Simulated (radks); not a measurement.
Results of a calculation; reference values are marked as such.
Q: Excited configurations of Ni3+: one electron is placed in a higher orbital outside [Ar] 3d6. The ground configuration is [Ar] 3d7. Code: a radial shooting solver on a logarithmic mesh with Libxc functionals. Model: scalar-relativistic Kohn-Sham, PBE, spin-unpolarised, spherical densities, point nucleus. Excitation = E - E(ground); binding = E(ion) - E, where the ion is the core of charge +4; n* = 4/sqrt(2 binding) in atomic units, and the quantum defect is n - n*.

outer orbital  excitation (eV)  binding (eV)     n*  quantum defect  eigenvalue (eV)  <r> (bohr)
4s                      16.119        41.437  2.292           1.708          -36.197       2.057
4f                      43.680        13.876  3.961           0.039          -11.701       4.335
5f                      48.362         9.195  4.866           0.134           -7.978       7.461
7s                      49.626         7.930  5.239           1.761           -7.130       10.50

Estimate the row for 7p.

A: excitation (eV) 50.401; binding (eV) 7.155; n* 5.516; quantum defect 1.484; eigenvalue (eV) -6.434; <r> (bohr) 11.41. The Delta-SCF ionisation energy is 57.556 eV (NIST Atomic Spectra Database: 54.9 eV, semi-empirical). Self-interaction in the functional shifts the binding energies and quantum defects, so they are the method's values and not measured ones. Spin polarisation and multiplet splitting are left out, so open shells lie too high by an amount that depends on their filling.

Beside tabulated values, note that spin-unpolarised runs miss the spin-polarisation part of the exchange energy of open shells.
